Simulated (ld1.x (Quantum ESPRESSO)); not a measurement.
# V (Z = 23): ultrasoft pseudisation with LDA (PZ), scalar-relativistic reference atom.

```
Element                 : V (Z = 23)
Generator               : ld1.x (Quantum ESPRESSO) 7.5
Type                    : ultrasoft
Functional              : LDA (PZ)
Relativity              : scalar-relativistic
Frozen core             : [Ar]
Valence charge          : 5
Reference configuration : 3d3 4s1 4p1
Partial waves           : 4s (bound): rcut 2.10, rcutus 2.50 bohr; 4s channel at 1.75 Ry: rcut 2.10, rcutus 2.50 bohr; 4p (bound): rcut 2.55, rcutus 2.80 bohr; 4p channel at 1.35 Ry: rcut 2.55, rcutus 2.80 bohr; 3d (bound): rcut 1.55, rcutus 2.00 bohr; 3d channel at 0.6 Ry: rcut 1.55, rcutus 2.00 bohr
Local potential         : all-electron potential smoothed inside 1.55 bohr (lloc = -2)
Core correction         : a·sin(br)/r model core inside 2.48 bohr
Augmentation charge     : built from norm-conserving waves at rcut, not smoothed further
```

- Cutoffs needed: 25 Ry and 30 Ry (the cutoffs (Ry, on a coarse ladder) from which the occupation-weighted sum of valence levels, in a spherical-Bessel basis at the reference potential, stays within 10 and 1 mRy of its value at 400 Ry)
- Ghost test: no extra level below or beside the all-electron valence levels (s, p, d, f tested) (spherical-Bessel basis up to 400 Ry, 20 bohr box)
- Configuration tests: test run stopped at test 9 of 9 (negative rho)
- Lowest eigenvalue of the overlap operator: 0.33 (s channel)
